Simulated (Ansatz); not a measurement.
Total energies of CH$_{5}$AlClNO.

```xyz
10

N     1.1548    1.4769   -0.9052
Al    0.8679   -0.1017   -0.1386
C    -1.0618   -0.5901    0.1785
O    -1.4941   -1.8136    0.3064
Cl    0.2131    0.0384    2.0355
H     1.9391    1.6479   -1.5127
H     0.7191    2.3486   -0.6547
H     1.8360   -1.3106   -0.4529
H    -1.8165    0.1722    0.4033
H    -2.3574   -1.8678    0.7404
```

Total charge 0; spin multiplicity 1. The bonds changed during the relaxation, so this is another structure than the one it started from. The structure was optimised at the PBE0-D4/def2-TZVP level. It is one conformer, not always the lowest. Basis def2-TZVPP, Ansatz 0.2.0.

RPA on PBE orbitals: Hartree–Fock energy of these orbitals -871.57514 Eh, correlation -1.44932 Eh (frozen core).

| functional | energy without D4 (Eh) | D4 term (kJ/mol) |
| --- | --- | --- |
| revPBE | -873.66143 | -59.9 |
| B3LYP | -873.89616 | -34.1 |

Task: Give the same for LDA (SPW92), PBE, BLYP, r2SCAN, B97M-V, PBE0, r2SCANh, r2SCAN0, HSE06 (plane-wave form), BHLYP, CAM-B3LYP, LC-ωPBE, ωB97X-V, ωB97M-V, B2PLYP, PBE-QIDH. (Best estimate.)

Result: The calculation gave: 
| functional | energy without D4 (Eh) | D4 term (kJ/mol) |
| --- | --- | --- |
| LDA (SPW92) | -869.94842 | – |
| PBE | -873.32859 | -21.1 |
| BLYP | -873.80652 | -45.7 |
| r2SCAN | -873.70758 | -5.2 |
| B97M-V | -873.64764 | – |
| PBE0 | -873.39275 | -17.9 |
| r2SCANh | -873.69320 | -5.5 |
| r2SCAN0 | -873.67297 | -6.1 |
| HSE06 (plane-wave form) | -873.37067 | -16.8 |
| BHLYP | -873.75845 | -27.1 |
| CAM-B3LYP | -873.80224 | -18.3 |
| LC-ωPBE | -873.53726 | – |
| ωB97X-V | -873.68826 | – |
| ωB97M-V | -873.75069 | – |
| B2PLYP | -873.47901 | – |
| PBE-QIDH | -873.19664 | – |

B3LYP takes the VWN-RPA correlation (the form of Gaussian; ORCA's B3LYP/G). HSE06 is the plane-wave form, built on full-range PBE exchange. The double hybrids freeze the cores in their second-order part.

LC-ωPBE has ω = 0.4 bohr⁻¹.
